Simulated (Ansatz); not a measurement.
Start from `C[O][Al]1[CH2]C[O]1` and change one atom or group to get `[SiH3][Al]1[CH2]C[O]1`.

Ansatz, PBE0-D4/def2-TZVP geometries, multiplicity 1. Each molecule was computed in one conformer, which needn't be the lowest.

```csv
property,`C[O][Al]1[CH2]C[O]1`
size of the dipole moment (B3LYP/def2-TZVPP) / D,1.38
size of the dipole moment (PBE/def2-TZVPP) / D,1.27
HOMO energy (PBE/def2-TZVPP) / eV,-6.14
HOMO energy (PBE0/def2-TZVPP) / eV,-7.64
HOMO energy (B3LYP/def2-TZVPP) / eV,-7.41
size of the dipole moment (ωB97M-V/def2-TZVPP) / D,1.40
```

(1) What does the change do to each property? (Best estimate.)

Answers

(1) The calculation gave: 
```tsv
property	`[SiH3][Al]1[CH2]C[O]1`	shift
size of the dipole moment (B3LYP/def2-TZVPP) / D	1.70	0.32
size of the dipole moment (PBE/def2-TZVPP) / D	1.57	0.30
HOMO energy (PBE/def2-TZVPP) / eV	-6.10	0.04
HOMO energy (PBE0/def2-TZVPP) / eV	-7.20	0.44
HOMO energy (B3LYP/def2-TZVPP) / eV	-7.00	0.41
size of the dipole moment (ωB97M-V/def2-TZVPP) / D	1.71	0.31
```

With PBE0 the HOMO rises by 0.44 eV and the LUMO falls by 1.17 eV, so the gap narrows by about 1.61 eV. PBE moves the HOMO by 0.04 eV and ωB97M-V by 0.80 eV. Dipoles are sizes alone; their direction can turn.

B3LYP here is the variant with VWN-RPA as its local correlation; programs differ in this.
